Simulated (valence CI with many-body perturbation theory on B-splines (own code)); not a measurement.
# Level structure of Fe19+

Level of theory: configuration interaction combined with many-body perturbation theory (CI+MBPT): five valence electrons over a frozen Dirac-Fock core [He], radial functions for each j: 11 s, 11 p, 10 d, 8 f, 5 g, 2 h, with the one-electron correlation potential Σ1 (screened to all orders), the two-electron term Σ2, the three-electron term Σ3, Breit, model QED; selected single and double excitations, second order for the rest, scaled by the run's own slope (own B-spline code, finite nucleus).

No measured levels were compared; by estimate levels of excited configurations hold to 0.05 to 0.15 % of their energy, terms of the ground configuration to about 0.5 %. Among the levels kept, up to 5400 cm⁻¹ of a level comes from second order outside the variational space, and about a tenth of that is noise between levels of different J, which matters for small intervals.

Levels 46 to 90 of 204, with energies above the lowest level, 2s²2p³ ⁴S°_3/2. "Leading %" is the weight of the configuration and term that name the level; weights of strongly mixed levels are sums over their largest components and can fall short. Lifetimes count E1, E2, E3, M1 and M2 decay at the calculated energies, and are blank where another channel may lead or the interval is too uncertain; long ones can be off by a factor of two.

| No. | Configuration | Term | J | E (× 10³ cm⁻¹) | Leading % | g | Lifetime | Second component |
| --- | --- | --- | --- | --- | --- | --- | --- | --- |
| 46 | 2s²2p²3d | ⁴F | 7/2 | 7713.1 | 71 | 1.277 | 3.05 ps | 24 % 2s²2p²3d ⁴D |
| 47 | 2s²2p²3d | ⁴D | 1/2 | 7720.6 | 81 | 0.172 | 585 fs | 14 % 2s²2p²3d ²P |
| 48 | 2s²2p²3d | ⁴F | 5/2 | 7720.7 | 41 | 1.065 | 298 fs | 35 % 2s²2p²3d ²F |
| 49 | 2s²2p²3p | ²P° | 3/2 | 7735.1 | 58 | 1.369 | 1.46 ps | 19 % 2s2p³3s ⁴S° |
| 50 | 2s²2p²3d | ⁴D | 3/2 | 7745.8 | 49 | 1.254 | 174 fs | 29 % 2s²2p²3d ²P |
| 51 | 2s²2p²3d | ⁴D | 7/2 | 7748.0 | 38 | 1.254 | 315 ps | 36 % 2s²2p²3d ²F |
| 52 | 2s²2p²3d | ²F | 5/2 | 7749.6 | 52 | 1.144 | 114 fs | 26 % 2s²2p²3d ⁴P |
| 53 | 2s²2p²3d | ⁴F | 9/2 | 7750.7 | 82 | 1.296 | 377 ps | 16 % 2s²2p²3d ²G |
| 54 | 2s2p³3s | ⁴S° | 3/2 | 7760.2 | 62 | 1.834 | 472 fs | 14 % 2s²2p²3p ²P° |
| 55 | 2s²2p²3p | ²P° | 1/2 | 7778.6 | 92 | 0.666 | 13.1 ps |  |
| 56 | 2s²2p²3d | ⁴P | 5/2 | 7784.2 | 42 | 1.423 | 67.3 fs | 36 % 2s²2p²3d ⁴D |
| 57 | 2s²2p²3p | ²P° | 3/2 | 7793.0 | 77 | 1.324 | 8.69 ps | 6 % 2s²2p²3p ²D° |
| 58 | 2s²2p²3d | ⁴P | 3/2 | 7795.8 | 71 | 1.576 | 48.3 fs | 11 % 2s²2p²3d ⁴D |
| 59 | 2s²2p²3d | ²P | 1/2 | 7798.1 | 56 | 1.321 | 78.6 fs | 27 % 2s²2p²3d ⁴P |
| 60 | 2s²2p²3d | ⁴P | 1/2 | 7805.2 | 55 | 1.742 | 51.2 fs | 31 % 2s²2p²3d ²P |
| 61 | 2s²2p²3d | ²F | 7/2 | 7817.5 | 44 | 1.158 | 133 fs | 25 % 2s²2p²3d ⁴D |
| 62 | 2s²2p²3d | ²D | 3/2 | 7840.2 | 83 | 0.844 | 81.8 fs | 8 % 2s²2p²3d ²P |
| 63 | 2s²2p²3d | ²D | 5/2 | 7840.5 | 73 | 1.122 | 43.4 fs | 23 % 2s²2p²3d ²F |
| 64 | 2s2p³3p | ⁶P | 3/2 | 7859.7 | 94 | 2.357 | 15.6 ps |  |
| 65 | 2s2p³3p | ⁶P | 5/2 | 7866.4 | 89 | 1.847 | 3.29 ps | 6 % 2s2p³3p ⁴P |
| 66 | 2s²2p²3d | ²G | 7/2 | 7880.8 | 40 | 1.130 | 410 fs | 37 % 2s²2p²3d ²F |
| 67 | 2s2p³3p | ⁶P | 7/2 | 7885.1 | 84 | 1.624 | 5.69 ps | 5 % 2s²2p²3d ²G |
| 68 | 2s²2p²3d | ²G | 9/2 | 7897.8 | 83 | 1.145 | 334 ps | 16 % 2s²2p²3d ⁴F |
| 69 | 2s²2p²3d | ²D | 3/2 | 7912.1 | 79 | 0.896 | 57.4 fs | 5 % 2s²2p²3d ⁴P |
| 70 | 2s²2p²3d | ²D | 5/2 | 7915.6 | 52 | 1.140 | 48.3 fs | 24 % 2s²2p²3d ²F |
| 71 | 2s²2p²3d | ²P | 1/2 | 7931.8 | 88 | 0.773 | 74.9 fs | 4 % 2s²2p²3d ²S |
| 72 | 2s²2p²3d | ²F | 7/2 | 7935.7 | 69 | 1.091 | 40.0 fs | 23 % 2s²2p²3d ²G |
| 73 | 2s2p³3s | ⁴D° | 3/2 | 7946.3 | 83 | 1.272 | 630 fs | 11 % 2s2p³3s ⁴P° |
| 74 | 2s2p³3p | ⁴P | 3/2 | 7947.2 | 91 | 1.728 | 224 fs |  |
| 75 | 2s2p³3p | ⁴P | 5/2 | 7947.7 | 87 | 1.590 | 194 fs | 7 % 2s2p³3p ⁶P |
| 76 | 2s2p³3s | ⁴D° | 1/2 | 7948.0 | 87 | 0.162 | 599 fs | 6 % 2s2p³3s ²P° |
| 77 | 2s2p³3s | ⁴D° | 5/2 | 7948.4 | 81 | 1.407 | 621 fs | 15 % 2s2p³3s ⁴P° |
| 78 | 2s2p³3p | ⁴P | 1/2 | 7955.2 | 95 | 2.608 | 238 fs |  |
| 79 | 2s²2p²3d | ²S | 1/2 | 7964.9 | 81 | 1.997 | 70.6 fs | 10 % 2s²2p²3d ⁴P |
| 80 | 2s²2p²3d | ²D | 5/2 | 7966.2 | 55 | 1.083 | 51.2 fs | 37 % 2s²2p²3d ²F |
| 81 | 2s²2p²3d | ²P | 3/2 | 7968.1 | 82 | 1.310 | 55.4 fs | 7 % 2s²2p²3d ⁴P |
| 82 | 2s2p³3s | ⁴D° | 7/2 | 7970.5 | 98 | 1.426 | 582 fs |  |
| 83 | 2s2p³3s | ²D° | 3/2 | 8015.8 | 78 | 0.919 | 480 fs | 13 % 2s2p³3s ²P° |
| 84 | 2s2p³3s | ²D° | 5/2 | 8032.3 | 82 | 1.243 | 431 fs | 8 % 2s2p³3s ⁴P° |
| 85 | 2s²2p²3d | ²D | 5/2 | 8049.7 | 83 | 1.183 | 75.7 fs | 6 % 2s²2p²3d ²F |
| 86 | 2s²2p²3d | ²D | 3/2 | 8060.3 | 92 | 0.801 | 57.9 fs |  |
| 87 | 2s2p³3s | ⁴P° | 1/2 | 8086.7 | 93 | 2.543 | 638 fs |  |
| 88 | 2s2p³3s | ⁴P° | 3/2 | 8097.6 | 78 | 1.627 | 638 fs | 11 % 2s2p³3s ⁴D° |
| 89 | 2s2p³3d | ⁶D° | 1/2 | 8115.6 | 97 | 3.300 | 10.2 ps |  |
| 90 | 2s2p³3d | ⁶D° | 3/2 | 8115.8 | 96 | 1.852 | 8.52 ps |  |

Names give the largest LS component (configuration and term), which can be under half, so a name can repeat, a term be missing and a line seem to break the LS rules; names also repeat where a configuration has a term twice.

Where two levels of one J and parity lie close, their mixing, g and order are uncertain.
